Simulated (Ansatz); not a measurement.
A run for Ansatz (an electronic-structure program): R-wB97M-V/def2-TZVPPD on H2O (SMILES O). The basis file is the Basis Set Exchange's JSON of that set.

Ansatz 0.2 input:
```yaml
crystal:
  periodic: [false, false, false]
  atoms:
    - {symbol: O, position_ang: [0.00000000, -0.00000000, 0.40073248]}
    - {symbol: H, position_ang: [-0.00000000, 0.75701187, -0.20041624]}
    - {symbol: H, position_ang: [-0.00000000, -0.75701187, -0.20041624]}
basis:
  gaussian:
    orbitals: def2-TZVPPD.json
hamiltonian:
  xc: {name: wB97M-V}
scf: {lower_state_search: off}
```

**Question.** Give the final energy of this run.

**Answer.** -76.4362 hartree.
